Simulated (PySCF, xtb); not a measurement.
Cr(O)(OH)4 (CrH₄O₅), SMILES [Cr]([OH])(=[O])([OH])([OH])[OH], multiplicity 1.

GFN2-xTB (xtb) at its own geometry gives an orbital gap of 3.55 eV and a dipole moment of 5.53 D.

Geometry optimised at B3LYP-D3(BJ)/def2-SVP. The spin state was assumed, not searched. Other conformers were not sampled.

Task: What does PBE/def2-TZVP run with PySCF give? (Estimate from the structure and the level; the computed values follow.)

Result: gap 2.19 eV (levels -7.21 and -5.02 eV), dipole 1.79 D.
